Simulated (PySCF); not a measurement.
SiB2H6O6

The system: SiB2H6O6, a molecule drawn as a unit of a network glass or zeolite (built as: B3 Si B3, H ends, O bridges); neutral, singlet. The structure, one conformer, was relaxed in the gas phase by PBE0-D3(BJ)/def2-SVP. No frequency run checks that it is a minimum.

SMILES: OB(O)O[SiH2]OB(O)O

| atom | x (Å) | y (Å) | z (Å) |
| --- | --- | --- | --- |
| O1 | 2.830 | 0.724 | -0.753 |
| B2 | 2.598 | -0.428 | -0.069 |
| O3 | 3.473 | -1.450 | -0.246 |
| O4 | 1.528 | -0.600 | 0.789 |
| Si5 | 0.111 | 0.212 | 1.040 |
| O6 | -0.978 | -0.344 | -0.088 |
| B7 | -2.269 | 0.057 | -0.304 |
| O8 | -2.797 | 1.029 | 0.492 |
| O9 | -3.017 | -0.500 | -1.294 |
| H10 | 2.206 | 1.426 | -0.548 |
| H11 | 3.208 | -2.219 | 0.266 |
| H12 | -0.348 | -0.090 | 2.415 |
| H13 | 0.342 | 1.672 | 0.826 |
| H14 | -3.707 | 1.236 | 0.256 |
| H15 | -2.524 | -1.169 | -1.779 |

Shieldings: GIAO PBE0/pcSseg-1. Shifts are against computed references at the same level: H TMS (σ 31.27 ppm), Si TMS (σ 352.0 ppm). Core levels by delta-SCF with SCAN, pcX-2 on the ionised atom and pcseg-1 elsewhere, spin-free X2C; from the vacuum level, for chosen atoms.

**Question.** Give the NMR and core-level values of the distinct atoms.

**Answer.** 
```json
{"atoms": "O1", "bonded to": "1 B + 1 H", "σ (ppm)": "252.3", "δ (ppm)": "-", "core level (eV)": "1s 539.14"}
{"atoms": "B2", "bonded to": "3 O", "σ (ppm)": "82.7", "δ (ppm)": "-", "core level (eV)": "-"}
{"atoms": "O3", "bonded to": "1 B + 1 H", "σ (ppm)": "241.5", "δ (ppm)": "-", "core level (eV)": "-"}
{"atoms": "O4", "bonded to": "1 B + 1 Si", "σ (ppm)": "228.0", "δ (ppm)": "-", "core level (eV)": "-"}
{"atoms": "Si5", "bonded to": "2 O + 2 H", "σ (ppm)": "390.2", "δ (ppm)": "-38.2", "core level (eV)": "-"}
{"atoms": "O6", "bonded to": "1 B + 1 Si", "σ (ppm)": "230.5", "δ (ppm)": "-", "core level (eV)": "1s 538.63"}
{"atoms": "B7", "bonded to": "3 O", "σ (ppm)": "83.1", "δ (ppm)": "-", "core level (eV)": "1s 198.66"}
{"atoms": "O8", "bonded to": "1 B + 1 H", "σ (ppm)": "249.4", "δ (ppm)": "-", "core level (eV)": "1s 539.51"}
{"atoms": "O9", "bonded to": "1 B + 1 H", "σ (ppm)": "244.7", "δ (ppm)": "-", "core level (eV)": "1s 539.48"}
{"atoms": "H10", "bonded to": "1 O", "σ (ppm)": "28.27", "δ (ppm)": "3.00", "core level (eV)": "-"}
{"atoms": "H11", "bonded to": "1 O", "σ (ppm)": "28.30", "δ (ppm)": "2.97", "core level (eV)": "-"}
{"atoms": "H12", "bonded to": "1 Si", "σ (ppm)": "26.38", "δ (ppm)": "4.88", "core level (eV)": "-"}
{"atoms": "H13", "bonded to": "1 Si", "σ (ppm)": "26.20", "δ (ppm)": "5.07", "core level (eV)": "-"}
{"atoms": "H14", "bonded to": "1 O", "σ (ppm)": "28.11", "δ (ppm)": "3.16", "core level (eV)": "-"}
{"atoms": "H15", "bonded to": "1 O", "σ (ppm)": "28.09", "δ (ppm)": "3.17", "core level (eV)": "-"}
```

Values are those of this one static structure; atoms that internal rotation interchanges would show their mean in an NMR spectrum.

**Question.** Which of O1, O6, O8, O9 holds its core electrons tightest, and by how much against the loosest?

**Answer.** O8 (bonded to 1 B + 1 H), by 0.88 eV over O6 (bonded to 1 B + 1 Si).

**Question.** By CAM-B3LYP/def2-SVPD (TDDFT singlets, Tamm-Dancoff triplets, ionisation by delta-SCF), where does absorption start, and what does vertical ionisation take?

**Answer.** The lowest singlet lies at 7.97 eV (f 0.019), the strongest of the first 6 at 8.71 eV (f 0.023), the lowest triplet at 7.65 eV; vertical ionisation takes 11.46 eV.
